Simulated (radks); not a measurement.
Problem. Coherent X-ray form factor from a spherical all-electron density. Method: Dirac Kohn-Sham, PBE, spin-unpolarised, spherical densities, point nucleus; computed with a radial shooting solver on a logarithmic mesh with Libxc functionals.

| sin(theta)/lambda (1/angstrom) | f0 (electrons) |
|---|---|
| 0.05 | 62.378 |
| 0.1 | 60.614 |
| 0.15 | 57.969 |
| 0.2 | 54.789 |
| 0.25 | 51.399 |
| 0.3 | 48.052 |
| 0.4 | 42.013 |
| 0.5 | 37.030 |
| 0.6 | 32.905 |
| 0.8 | 26.424 |
| 1 | 21.792 |
| 1.25 | 18.057 |
| 1.5 | 15.681 |
| 2 | 12.141 |

The species is in the configuration that NIST lists as its ground one. Which atom or ion scatters so?

Solution. The dysprosium ion Dy3+, [Xe] 4f9. Extrapolating in s^2 from the first two rows gives f0(0) = 63.0, near the electron count 63; among species with that count, the fall with angle is slower the higher Z, and the table is that of Z = 66; from so few rows the species is fixed only to a neighbour or two.
